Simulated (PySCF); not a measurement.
Predicted microwave data (PBE0-D3(BJ)/def2-SVP geometry optimisation, gas phase in PySCF 2.14.0) for one isomer of H8NPSi2:

| Property | Result |
| --- | --- |
| Rotational constants | A = 4800, B = 1853, C = 1541 MHz |
| Dipole components | \|μa\| = 0.36 D, \|μb\| = 0.95 D, \|μc\| = 0.25 D |
| Inertial defect | -49.92 u·Å² |
| κ | -0.81 |

Problem. Which structure is it? (One computed conformer of each.)
A. `[NH2:1][SiH2:2][PH:3][SiH3:4]` with H–N1–Si2–P3 81° and -63°, N1–Si2–P3–Si4 -75°
B. `[NH2:1][SiH2:2][SiH2:3][PH2:4]` with H–N1–Si2–Si3 -173° and 44°, N1–Si2–Si3–P4 24°, Si2–Si3–P4–H 164° and 69°
C. `[SiH3:1][NH:2][SiH2:3][PH2:4]` with Si1–N2–Si3–P4 131°, N2–Si3–P4–H -177° and -82°

Solution. A. It is N[SiH2]P[SiH3], an asymmetric top, point group C1. The candidates at the same level (rigid rotor, commonest isotopes):

```tsv
SMILES	A (MHz)	B (MHz)	C (MHz)	μa (D)	μb (D)	μc (D)	Δ (u·Å²)	point group	rotor
N[SiH2][SiH2]P	4646	1898	1437	0.65	0.49	0.20	-23.34	C1	asymmetric top
N[SiH2]P[SiH3]	4800	1853	1541	0.36	0.95	0.25	-49.92	C1	asymmetric top
[SiH3]N[SiH2]P	9375	1230	1160	0.21	0.03	0.01	-28.87	C1	near-prolate asymmetric top
```

`[SiH3]N[SiH2]P` has A 95 % too high; `N[SiH2][SiH2]P` has C 7 % too low. No structure here is proved a minimum.
